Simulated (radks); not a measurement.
Se2-, configuration [Kr]. Method: scalar-relativistic Kohn-Sham, PBE, spin-polarised, spherical densities, finite nucleus; Fermi nuclear charge, rms radius 4.14 fm; Watson sphere of charge +2 and radius 5.19 bohr; computed with a radial shooting solver on a logarithmic mesh with Libxc functionals.

Normalised radial functions P(r) = r R(r), r in bohr:

| r | 3p | 3d | 4s |
|---|---|---|---|
| 0.001711 | 0.0016 | 0.0000 | 0.0269 |
| 0.002264 | 0.0027 | 0.0000 | 0.0346 |
| 0.002995 | 0.0045 | 0.0000 | 0.0443 |
| 0.003995 | 0.0077 | 0.0000 | 0.0564 |
| 0.005286 | 0.0128 | 0.0001 | 0.0706 |
| 0.006994 | 0.0213 | 0.0002 | 0.0870 |
| 0.009254 | 0.0352 | 0.0005 | 0.1048 |
| 0.01234 | 0.0585 | 0.0010 | 0.1228 |
| 0.01633 | 0.0944 | 0.0023 | 0.1369 |
| 0.02161 | 0.1493 | 0.0050 | 0.1427 |
| 0.02882 | 0.2323 | 0.0108 | 0.1324 |
| 0.03813 | 0.3434 | 0.0225 | 0.0984 |
| 0.05045 | 0.4819 | 0.0456 | 0.0346 |
| 0.06729 | 0.6329 | 0.0909 | -0.0602 |
| 0.08904 | 0.7414 | 0.1695 | -0.1624 |
| 0.1178 | 0.7361 | 0.2983 | -0.2345 |
| 0.1559 | 0.5301 | 0.4886 | -0.2224 |
| 0.2079 | 0.0635 | 0.7411 | -0.0832 |
| 0.2751 | -0.5617 | 1.0000 | 0.1465 |
| 0.364 | -1.1383 | 1.1965 | 0.3497 |
| 0.4855 | -1.4096 | 1.2454 | 0.3657 |
| 0.6423 | -1.2554 | 1.1094 | 0.1192 |
| 0.8499 | -0.8354 | 0.8388 | -0.2915 |
| 1.134 | -0.3975 | 0.5201 | -0.6690 |
| 1.5 | -0.1344 | 0.2644 | -0.8164 |
| 1.984 | -0.0294 | 0.1041 | -0.7136 |
| 2.626 | -0.0037 | 0.0298 | -0.4713 |
| 3.502 | -0.0002 | 0.0055 | -0.2346 |
| 4.634 | 0.0000 | 0.0006 | -0.0913 |
| 6.131 | 0.0000 | 0.0000 | -0.0249 |
| 8.177 | 0.0000 | 0.0000 | -0.0038 |
| 10.82 | 0.0000 | 0.0000 | -0.0003 |

3p: eigenvalue -148.31 eV, 1 radial node at r = 0.214 bohr, <r> = 0.590 bohr, 90 % of the charge inside 0.902 bohr. 3d: eigenvalue -48.452 eV, 0 radial nodes, <r> = 0.631 bohr, 90 % of the charge inside 1.05 bohr. 4s: eigenvalue -13.137 eV, 3 radial nodes at r = 0.0566, 0.232, 0.701 bohr, <r> = 1.86 bohr, 90 % of the charge inside 2.83 bohr.
